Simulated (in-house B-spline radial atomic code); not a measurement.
A fraction x of an electron is removed from 2p in Al³⁺, starting from [He] 2s2 2p6 and keeping the highest spin. Level of theory: non-relativistic LC-wPBE, spin-polarised, spherical fractional occupations, point nucleus; calculated with a radial B-spline atomic code at the basis-set limit.

Caution: exact exchange at fractional occupations of open shells leaves self-interaction of up to several eV.

```
   x  E(x) - E(0) (eV)  2p down level (eV)
   0            0.0000            -110.063
 0.1           11.1458            -112.850
0.21           23.7293            -115.946
0.35           40.2402            -119.930
0.46           53.6063            -123.095
 0.5           58.5533            -124.253
0.52           61.0441            -124.833
 0.7           83.9872            -130.099
0.77           93.1665            -132.168
0.98          121.5799            -138.439
   1          124.3548            -139.042
```

The exact functional would give a straight line between the two integer points. Deviations E(x) - E(0) - x[E(1) - E(0)], in eV: -1.29 at x = 0.1, -2.385 at x = 0.21, -3.284 at x = 0.35, -3.597 at x = 0.46, -3.624 at x = 0.5, -3.62 at x = 0.52, -3.061 at x = 0.7, -2.587 at x = 0.77, -0.288 at x = 0.98.

The curve lies below the straight line by up to 3.624 eV (at x = 0.5): convex, the delocalisation error, to which spherically averaged exact exchange adds.

Problem. How well does Slater's transition state (minus the level at half occupation) give the ionisation energy?

Solution. It gives 124.253 eV against 124.355 eV from the two total energies; NIST lists 119.99 eV, ground level to ground level. The end point has an open shell averaged over its orbitals, so its exact exchange keeps a self-interaction and this is no true integer point.
